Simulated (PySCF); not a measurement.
# Ho⁴⁸⁺: ionisation energy

Ho⁴⁸⁺ [Ar] 3d1 (2D) → Ho⁴⁹⁺ [Ar] (1S), as a difference of total energies. All numbers are calculated (PySCF 2.14, scalar relativity by spin-free X2C-1e, in an uncontracted even-tempered set (18 s from 10 bohr⁻², ratio 2.5; 12 p from 14 bohr⁻², ratio 2.5; 7 d from 14 bohr⁻², ratio 2.5; 4 f from 47 bohr⁻², ratio 2.7; 3 g from 71 bohr⁻², ratio 2.7)). Correlated levels: outer shells: [Ne] frozen; virtual orbitals above 40 to 60 times the deepest correlated orbital energy dropped. The calculations carry no spin-orbit coupling.

| method | ionisation energy (eV) |
| --- | --- |
| UHF | 4103.3 |
| LDA | 4103.9 |
| PBE | 4105.2 |
| PBE0 | 4105.1 |
| r2SCAN | 4106.0 |
| B97-3 | 4105.0 |
| r2SCAN0 | 4105.7 |
| MP2 (outer shells) | 4103.0 |
| SCS-MP2 (outer shells) | 4103.0 |

A first-order spin-orbit estimate (lowest level to lowest level, LS coupling) adds 28.795 eV.

Breit and QED terms and the two-electron picture change are absent.

First order in ζ underestimates the shift of j = l − 1/2 levels at high Z.

For comparison: 4131 ± 4 eV (theoretical estimate listed by NIST; NIST Atomic Spectra Database, ionization energies).
